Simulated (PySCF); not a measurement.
## Computed NMR parameters against published values

Cartesian coordinates in Å; atom numbers follow the order of the lines, from 1:
```xyz
15

C     2.7214    0.2726   -0.1573
S     1.6365   -1.1766   -0.2929
C     0.0199   -0.5147   -0.0773
C    -1.0494   -1.4076   -0.1517
C    -2.3305   -0.9184    0.0159
N    -2.6052    0.3576    0.2399
C    -1.5888    1.1974    0.3054
C    -0.2613    0.8256    0.1591
H     2.6289    0.7141    0.8307
H     3.7301   -0.1023   -0.3010
H     2.4819    0.9901   -0.9366
H    -0.8688   -2.4542   -0.3387
H    -3.1850   -1.5802   -0.0320
H    -1.8473    2.2332    0.4847
H     0.5133    1.5713    0.2299
```

Published estimates (parent shift plus substituent increments) and measurements: δ 13C C3 150.5; C5/C7 149.9; C4/C8 120.4 ppm (estimated from measurements, as parent shift plus tabulated substituent increment; solution, not stated per compound (mostly CDCl3 or CCl4); Pretsch, Buehlmann, Badertscher, Structure Determination of Organic Compounds, 4th ed. (2009)).

Fast rotation and ring inversion assumed for equivalent nuclei, non-relativistic, in vacuum, a single conformation. Geometry from GFN2-xTB; PBE0/pcSseg-1 with gauge-including orbitals; PySCF.

Task: How close does the calculation come?

Result: 
Reference values: estimated from measurements, as parent shift plus tabulated substituent increment (solution, not stated per compound (mostly CDCl3 or CCl4); Pretsch, Buehlmann, Badertscher, Structure Determination of Organic Compounds, 4th ed. (2009)).
```tsv
atoms	quantity	reference	computed	computed, scaled
C3	δ 13C	150.5	158.6	148.6
C5/C7	δ 13C	149.9	155.0	148.9
C4/C8	δ 13C	120.4	122.6	117.3
```

Computed shifts are σ(ref) − σ with the named reference compound (TMS for H and C) calculated as an isolated molecule at the same level. The measured values may be among those fitted. Scaled to experiment by linear calibration (H and C: mostly CDCl3 data, vs TMS): 13C (scatter 2.1 ppm rms, 2.3 ppm with the 13 outliers that the fit left out, with a fitted term for attached S). A few per cent of atoms miss by over 2 rms, more outside the fitted compound classes.

Task: How far are the unscaled 13C shifts from the references?

Result: Mean signed difference +5.13 ppm, mean absolute 5.13 ppm over 3 comparisons; the largest is +8.1 ppm at C3 (aromatic carbon bearing sulfur).
